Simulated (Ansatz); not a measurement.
Species: CNO (charge 0, doublet). It need not be the lowest isomer of its formula. 
Structure (B3LYP-D3(BJ)/def2-TZVP (Ansatz, a first-principles code) minimum search):
SMILES: N#C[O]
```xyz
3

O      0.0000     0.0000    -1.1348
C      0.0000     0.0000     0.0405
N      0.0000     0.0000     1.2622
```
Charge 0, spin multiplicity 2.

Basis-set convergence of Hartree-Fock and CCSD correlation energies (hartree) with Ansatz. Correlated levels leave the core frozen unless marked. Open shells are spin-unrestricted. Spin-orbit coupling is left out. No relativistic terms.

| basis | functions | E(HF) | E(corr, CCSD) |
|---|---|---|---|
| aug-cc-pVDZ | 69 | -167.15417 | -0.45390 |
| aug-cc-pVTZ | 138 | (withheld) | (withheld) |

Q: Some entries are withheld; supply them.

A: 
- aug-cc-pVTZ, E(HF): -167.19266
- aug-cc-pVTZ, E(corr, CCSD): -0.54193
